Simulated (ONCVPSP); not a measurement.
**Before and after: ONCV potential for lead (Pb)**

Pb (Z = 82), optimised norm-conserving Vanderbilt (ONCV), made with ONCVPSP 4.0.1 (PBE, scalar-relativistic). Core [Kr] 4d10 4f14, reference 5s2 5p6 5d10 6s2 6p2. Waves: 5s+6s: rc 1.60 bohr, ncon 4, nbas 7, qcut 7.6 1/bohr, 2 projectors; 5p+6p: rc 1.40 bohr, ncon 4, nbas 7, qcut 12.5 1/bohr, 2 projectors; 5d: rc 1.95 bohr, ncon 4, nbas 8, qcut 7.7 1/bohr, 2 projectors, debl 2.7 Ha. Local part: polynomial inside 0.95 bohr (lpopt 5, dvloc0 6 Ha). Core correction: none.

Change: s: rc 1.36.

Cutoffs: the cutoffs (Ha) at which the residual kinetic energy of the hardest occupied pseudo-wave falls to 1 and 0.1 mHa per electron; they do not see the model core or the augmentation charge, which bear on the density cutoff. Errors are all-electron minus pseudo energies relative to the spin-unpolarised reference configuration.

Problem. How do hardness, ghosts and transferability respond?

Solution. The potential gets neither clearly harder nor softer (49 Ha and 58 Ha → 49 Ha and 60 Ha); both files keep a bound ghost (d); of the 4 tests that both files solve, the error grows in 0 and shrinks in 1 by more than 15 % and 0.3 meV (median size 16.4 → 15.6 meV).

```csv
quantity,base,changed
"cutoff, loose",49 Ha,49 Ha
"cutoff, tight",58 Ha,60 Ha
loose cutoff by channel,"s 22 Ha, p 49 Ha, d 22 Ha","s 27 Ha, p 49 Ha, d 22 Ha"
bound ghosts,d,d
GHOST(+) flags under 300 eV,s at 130.2 eV,s at 162.0 eV
"error for 5s2 5p6 5d10 6s2 6p1, meV [ΔE 6.58 eV]",-2.6,-2.6
"error for 5s2 5p6 5d10 6s2 6p0, meV [ΔE 20.02 eV]",-8.3,-8.5
"error for 5s2 5p6 5d10 6s1 6p0, meV [ΔE 52.43 eV]",-24,-23
"error for 5s1 5p6 5d10 6s2 6p2, meV [ΔE 151.97 eV]",-767,-446
p: phases at 1.42 bohr within 0.05 rad from the reference energy up to (Ha; the scan ends near 5),to the end of the scan,to the end of the scan
d: phases at 1.97 bohr within 0.05 rad from the reference energy up to (Ha; the scan ends near 5),to the end of the scan,to the end of the scan
```

 A true bound ghost makes a file unfit for plane-wave use even where its test errors are small: the radial tests pick states by their node count and pass the ghost by.
